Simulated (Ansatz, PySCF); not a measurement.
BHN, SMILES B=[N] (connectivity only; charge and spin as stated), charge -1, multiplicity 1.

Coordinates come from a B3LYP-D3(BJ)/def2-TZVPD optimisation. The spin state was assumed, not searched. The isomer is the one that the SMILES or the coordinates give; other isomers of the formula were not compared.

Two levels are set side by side: PBE/def2-TZVPD (Ansatz, an electronic-structure program) and EOM-CCSD/aug-cc-pVDZ (PySCF). PBE by ΔSCF, the other level by its IP root; same geometry, the bases differ. Differences are taken from unrounded values.

```tsv
quantity	EOM-CCSD	PBE	PBE minus EOM-CCSD
vertical ionisation energy (eV)	3.03	3.08	0.05
```

Here PBE gives about what the other level gives.
